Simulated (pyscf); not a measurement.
Multi-bond step: H₂C=Se (SMILES C=[Se]) + H₂Se (SMILES [SeH2]) -> HSe–CH₂–SeH (SMILES [SeH]C[SeH])

Gas phase, singlet surface, charge 0. Bonds broken: C1–H3, Se5–H6. Bonds formed: C1–Se5, C1–H6, Se2–H3. Structures and frequencies: ωB97X-D3(BJ)/def2-SVP in PySCF. Correlated levels are frozen-core, on RHF or UHF. ΔMP2 is the change of the MP2 total energy from the triple- to the quadruple-zeta basis.

Transition state (Å):

```xyz
7

C     -1.4201    -0.2395     0.0303
Se    -1.0707    -0.8928     1.7980
H     -1.4926    -1.3215    -0.3210
H     -2.3490     0.2942    -0.2053
Se     0.0970     1.0527    -0.6877
H     -0.8638    -0.5008    -1.0129
H      1.0428     0.3154     0.1562
```

One imaginary mode, 984i cm⁻¹; descent along it reached the two sides named.

```
bond    change  reactant side (Å)  saddle  product side
------  ------  -----------------  ------  ------------
C1–H3   breaks              1.098   1.140         2.550
Se5–H6  breaks              1.465   1.855         2.537
C1–Se5   forms                4.6   2.118         1.939
C1–H6    forms                3.8   1.211         1.097
Se2–H3   forms              2.498   2.203         1.471
```

Electronic energies relative to the separated reactants (kcal/mol):

| level | barrier | reaction energy | reverse barrier |
|---|---|---|---|
| ωB97X-D3(BJ)/def2-TZVP | 54.8 | -31.2 | 86.0 |
| PBE/def2-TZVP | 44.7 | -25.4 | 70.0 |
| r²SCAN/def2-TZVP | 47.8 | -27.1 | 75.0 |
| B3LYP-D3(BJ)/def2-TZVP | 52.6 | -25.2 | 77.9 |
| PBE0-D3(BJ)/def2-TZVP | 47.6 | -30.0 | 77.7 |
| M06-2X/def2-TZVP | 52.5 | -27.7 | 80.3 |
| ωB97M-D3(BJ)/def2-TZVP | 56.4 | -26.2 | 82.6 |
| HF/def2-TZVP | 76.4 | -21.1 | 97.5 |
| MP2/def2-QZVPP | 55.0 | -27.6 | 82.7 |
| CCSD/def2-TZVPP | 62.7 | -24.7 | 87.4 |
| CCSD(T)/def2-TZVPP | 59.6 | -24.3 | 83.9 |
| CCSD(T)/def2-TZVPP + ΔMP2(QZVPP) | 58.4 | -24.4 | 82.8 |

With CCSD(T)/def2-TZVPP + ΔMP2(QZVPP) energies and thermal terms (ideal gas, 1 atm, RRHO with modes under 100 cm⁻¹ raised to 100, one conformer, R ln 2 for rigid chiral ones), in kcal/mol:

| T (K) | ΔH‡ | ΔG‡ | ΔH | ΔG |
|---|---|---|---|---|
| 298 | 58.6 | 68.9 | -21.8 | -11.7 |
| 600 | 58.9 | 79.3 | -21.2 | -1.6 |
| 900 | 59.5 | 89.3 | -20.3 | +8.0 |
| 1200 | 60.1 | 99.2 | -19.3 | +17.4 |

From the product side, SeH• + •H₂C–SeH lies, by one bond made or cut, 20.7 kcal/mol under this saddle at ωB97M-D3(BJ). HSe–CH₂–SeH lies 15.2 kcal/mol over its isomer H₃C–Se–SeH, and others may lie lower still (electronic energy, ωB97M-D3(BJ)). One saddle was located; it need not be the lowest between these sides. The CCSD(T) − MP2 part came from Ansatz, without density fitting, on the same reference. The frozen core leaves the outer d or s,p core shells of the metals and heavy elements correlated in the MP2 and CC values, and def2-TZVPP describes them poorly, which can shift differences by a few kcal/mol. Elements up to Kr have no core potential and no relativistic terms here.
